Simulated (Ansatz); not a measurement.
Match the barriers

Saddle point of BSiH6ClO, closed shell (SiH₄O ([OH][SiH3]) + BH₂Cl ([BH2][Cl]) → BSiH₅O ([BH2][O][SiH3]) + HCl; bonds formed: Cl2–H5; dative contacts that become bonds: B1–O6; bonds broken: B1–Cl2, H5–O6), PBE0-D4/def2-TZVP structure:

| atom | x (Å) | y (Å) | z (Å) |
| --- | --- | --- | --- |
| B1 | -1.2883 | 0.3210 | -0.2368 |
| Cl2 | -1.8131 | -1.7934 | -0.3040 |
| H3 | -2.2105 | 0.7983 | 0.3465 |
| H4 | -1.0309 | 0.6141 | -1.3682 |
| H5 | -0.6775 | -1.2406 | 0.4466 |
| O6 | -0.1324 | -0.0534 | 0.6127 |
| Si7 | 1.4585 | 0.2719 | 0.2022 |
| H8 | 2.2913 | -0.2940 | 1.2864 |
| H9 | 1.7809 | -0.3649 | -1.0977 |
| H10 | 1.6220 | 1.7409 | 0.1123 |

Program: Ansatz 0.2.0. Basis: def2-TZVPP, with def2-QZVPP for the basis limit. Cores are frozen in the correlated methods. B3LYP uses VWN-RPA correlation. Extrapolation: Hartree–Fock as exp(−7.88 √X), correlation as X^−2.97. Four methods, as single points on the PBE0-D4 structures, gave these electronic barriers from the start structure: 13.50, 17.27, 19.23, 25.15 kcal/mol.

(1) The methods were, in alphabetical order, B3LYP-D4, CCSD(T), HF, SPW92. Which gave which? (A judgement: the text doesn't fix the answer.)

T1 diagnostic: at most 0.012.

## Answers

(1) Computed: SPW92 13.50; B3LYP-D4 17.27; CCSD(T) 19.23; HF 25.15 kcal/mol. For comparison, CCSD(T) at an estimated basis limit (MP2 extrapolated from triple and quadruple zeta, plus CCSD(T) − MP2 in triple zeta) gives 19.48 kcal/mol.

The step is the kind of ligand exchange by which a precursor binds to a hydroxyl group, or is hydrolysed, in atomic layer deposition of oxides.

Labels in which every atom is bracketed show which atoms are joined, not bond orders.

For scale, one of the runs: CCSD(T)/def2-TZVPP, 230 basis functions, launched by `ansatz run in.yaml --threads 4 --pin off --events-out ev --progress --plain --max-ram 9574MiB`. The run took 100 s on 4 CPU threads of an Intel Xeon (shared host), with 3.8 GiB of host memory at its peak.
